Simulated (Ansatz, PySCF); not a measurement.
This Ansatz (a first-principles code) input computes a PBE0/def2-TZVPD energy:

Ansatz 0.2 input:
```yaml
crystal:
  periodic: [false, false, false]
  atoms:
    - {symbol: Te, position_ang: [-0.03613614, -0.98424044, 0.78497496]}
    - {symbol: I, position_ang: [0.19657439, 1.30204273, -0.71544716]}
    - {symbol: N, position_ang: [-1.03270065, -2.27319276, -0.24788821]}
    - {symbol: H, position_ang: [-1.31045855, -1.91541269, -1.16478127]}
basis:
  gaussian:
    orbitals: def2-TZVPD
hamiltonian:
  xc: {name: PBE0}
magnetization: {spin_polarized: true, initial_magnetization: 1}
output: {forces: true}
```

Task: Write an input for the same energy in PySCF and say what it gives.

Result: 
```python
from pyscf import gto, scf, dft

mol = gto.M(
    atom='''
    Te   -0.03613614   -0.98424044    0.78497496
    I     0.19657439    1.30204273   -0.71544716
    N    -1.03270065   -2.27319276   -0.24788821
    H    -1.31045855   -1.91541269   -1.16478127
    ''',
    basis='def2-tzvpd',
    ecp='def2-tzvp',
    charge=0,
    spin=1,
    verbose=4,
)

mf = dft.UKS(mol, xc='pbe0').density_fit(auxbasis='def2-universal-jkfit')
mf.grids.level = 3
mf.conv_tol = 1e-9
mf.max_cycle = 100
mf.max_memory = 1500
mf.kernel()
if not mf.converged:
    mf = mf.newton()
    mf.kernel(mf.make_rdm1())
for _ in range(2):
    mo, _, stable, _ = mf.stability(return_status=True)
    if stable:
        break
    mf.kernel(mf.make_rdm1(mo, mf.mo_occ))
mf.analyze()
```
It gives -621.04572 Eh, and Ansatz -621.04569 Eh, a difference of 0.03 mEh, from the treatment of integrals and grids.

It need not be the lowest isomer of its formula.
